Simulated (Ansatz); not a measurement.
Mulliken charges of `[F][GeH2][O][GeH3]` from r2SCAN/def2-TZVPP in Ansatz (PBE0-D4/def2-TZVP geometry).

```
atom   x (Å)   y (Å)   z (Å)  charge (e)
  F1  -2.388   1.757   0.072      -0.371
 Ge2  -0.700   1.390   0.183       0.655
  O3  -0.615  -0.331  -0.121      -0.522
 Ge4   0.750  -1.465  -0.195       0.343
  H5   0.001   2.185  -0.927      -0.027
  H6  -0.269   1.721   1.619      -0.027
  H7   1.467  -1.467   1.167      -0.020
  H8   1.715  -1.008  -1.305      -0.020
  H9   0.128  -2.828  -0.510      -0.011
```

Question: By hand: the dipole of these point charges (1 e Å = 4.8032 D).

Answer: Σ q r = (0.948, -0.096, 0.079) e Å, of length 0.956 e Å = 4.59 D.

Question: How does the dipole of the full density compare? (Best estimate.)

Answer: The calculation gave: (0.594, -0.092, 0.044) e Å, 2.89 D; the point charges give 1.59 times that, at 3° from its direction.

Point charges leave out the atoms' own dipoles, such as those of lone pairs, and Mulliken's split depends on the basis, so the two needn't agree.
